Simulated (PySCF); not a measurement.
Excitations are Tamm–Dancoff values on a coarser integration grid. The basis has no diffuse functions, so Rydberg states are missing or too high.

Cartesian coordinates (Å):
```xyz
8

B      1.5063    -0.2697     0.3766
C      0.7366     0.5769    -0.4177
O     -0.6368     0.6337    -0.6023
B     -1.4699    -0.2122     0.0360
H      2.2492    -0.9201     1.0014
H      1.2632     1.3284    -1.0027
H     -2.6349    -0.1004    -0.1757
H     -1.0137    -1.0365     0.7845
```
Charge 0, spin multiplicity 1.

Task: What is the computed T1 excitation (TDA), S1 excitation (TDA) and dipole moment (PBE-D3(BJ)/def2-TZVP // B3LYP-D3(BJ)/def2-TZVP (PySCF))?

Result: 
```json
{
 "T1 excitation (TDA)": "1.72 eV",
 "S1 excitation (TDA)": "2.27 eV",
 "dipole_moment": "1.49 D"
}
```
